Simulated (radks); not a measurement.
Q: Coherent X-ray form factor from a spherical all-electron density. Method: non-relativistic Kohn-Sham, BLYP, spin-polarised, spherical densities, point nucleus; computed with a radial shooting solver on a logarithmic mesh with Libxc functionals.

sin(theta)/lambda (1/angstrom),f0 (electrons)
0.05,34.279
0.1,32.419
0.15,30.058
0.2,27.712
0.25,25.617
0.3,23.806
0.4,20.795
0.5,18.213
0.6,15.862
0.8,11.922
1,9.200
1.25,7.225
1.5,6.152
2,4.844

The species is in the configuration that NIST lists as its ground one. Which atom or ion scatters so?

A: Neutral bromine, [Ar] 3d10 4s2 4p5. Extrapolating in s^2 from the first two rows gives f0(0) = 34.9, near the electron count 35; among species with that count, the fall with angle is slower the higher Z, and the table is that of Z = 35; from so few rows the species is fixed only to a neighbour or two.
